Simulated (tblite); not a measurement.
Compound: C₆H₇O₃ (doublet state).
SMILES with atom numbers: `[CH3:1][O:2][C@@H:3]1[CH:4][CH:5]=[CH:6][O:7][C:8]1=[O:9]` (hydrogens: H10, H11, H12 on C1; H13 on C3; H14 on C4; H15 on C5; H16 on C6)

Cartesian coordinates in Å at the GFN2-xTB level; atoms count from 1:
```
atom  x, y, z in Å
C1     2.4435   -0.3999    0.1576
O2     1.1746   -0.1406    0.7110
C3     0.2602    0.5233   -0.1716
C4    -0.8191    1.1185    0.6653
C5    -2.0292    0.4865    0.7668
C6    -2.2990   -0.6273   -0.0027
O7    -1.4526   -1.0877   -0.9443
C8    -0.2550   -0.5100   -1.1737
O9     0.3956   -0.8734   -2.1207
H10    2.3798   -1.0452   -0.7232
H11    3.0080   -0.9023    0.9404
H12    2.9477    0.5334   -0.1190
H13    0.8139    1.2971   -0.7312
H14   -0.5754    1.9872    1.2519
H15   -2.7909    0.8493    1.4372
H16   -3.2099   -1.2000    0.0446
```

All values are computed: GFN2-xTB (tblite) harmonic vibrations without scaling, gas phase. Errors from tens to a few hundred cm⁻¹ against measured bands are possible. One conformer, not necessarily the lowest. Open shells enter through the occupations alone, without spin polarisation, and single modes of such species can be off by tens of per cent.

Harmonic wavenumbers (cm⁻¹): 43.6, 108.6, 160.8, 177.1, 232.2, 311.6, 373.4, 434.0, 461.9, 529.9, 576.6, 643.4, 695.0, 727.0, 793.8, 877.9, 912.7, 944.0, 1016.8, 1052.6, 1065.1, 1113.0, 1136.1, 1149.8, 1158.1, 1213.5, 1259.0, 1278.3, 1302.4, 1402.3, 1439.6, 1460.2, 1477.2, 1484.0, 1735.0, 2823.7, 2917.9, 2955.9, 3028.5, 3107.8, 3115.4, 3124.3.

A = 2689, B = 1585, C = 1127 MHz; mass 127.040 u (most abundant isotopes); point group C1, symmetry number 1; spin multiplicity 2.

**Question.** Zero-point energy?

**Answer.** Half the sum of the wavenumbers: 25910 cm⁻¹ = 74.08 kcal/mol.

**Question.** What is S at 500 K and 1 bar for an ideal gas of classical rigid rotors and harmonic oscillators?

**Answer.** Translation 43.03, rotation 30.14, vibration 39.75, spin (R ln 2) 1.38: S = 114.3 cal/(mol K).

**Question.** And Cp and H(500 K) − H(0)?

**Answer.** Cp = 49.81 cal/(mol K), of which vibrations give 41.86 (their classical limit is 42 R = 83.5); H(500 K) − H(0) = 14.50 kcal/mol without the zero-point energy, 10.53 from vibrations.

**Question.** Which modes carry the vibrational entropy at 500 K?

**Answer.** 43.6 cm⁻¹: 6.11; 108.6 cm⁻¹: 4.31; 160.8 cm⁻¹: 3.54; 177.1 cm⁻¹: 3.35; 232.2 cm⁻¹: 2.83; 311.6 cm⁻¹: 2.27 cal/(mol K); the other 36 give 17.35 together.

**Question.** Blend soft modes into free rotors: weight 1/[1 + (100 cm⁻¹/ν̃)⁴] for the oscillator and the rest for a rotor with moment μB/(μ + B), μ = h/(8π²ν), B = 10⁻⁴⁴ kg m². What vibrational entropy results?

**Answer.** 37.33 cal/(mol K) in place of 39.75, which changes −T·S at 500 K by +1.21 kcal/mol.

**Question.** What must be added to the electronic energy to get the Gibbs energy at 500 K and 1 bar?

**Answer.** ZPE + [H(500 K) − H(0)] − T·S = 74.08 + 14.50 − 57.14 = 31.44 kcal/mol.

**Question.** How do the functions run with temperature in this model?

**Answer.** 
```tsv
T (K)	S (cal/(mol K))	Cp (cal/(mol K))	H − H(0) (kcal/mol)	G − H(0) (kcal/mol)	ln q(vib)
150	75.1	20.1	2.06	-9.21	2.19
250	87.4	29.0	4.51	-17.35	4.18
298.15	92.9	33.4	6.01	-21.69	5.17
400	104.0	42.4	9.88	-31.72	7.29
600	123.9	55.9	19.79	-54.56	11.52
900	149.1	68.1	38.57	-95.65	17.62
```

q(vib) and H(0) count from the zero-point level.

Hindered rotation and anharmonicity are outside this model. Other conformers, if any are populated, would add a mixing term that is left out. The structure is chiral; the term R ln 2 for an equal mix with its mirror image is left out.
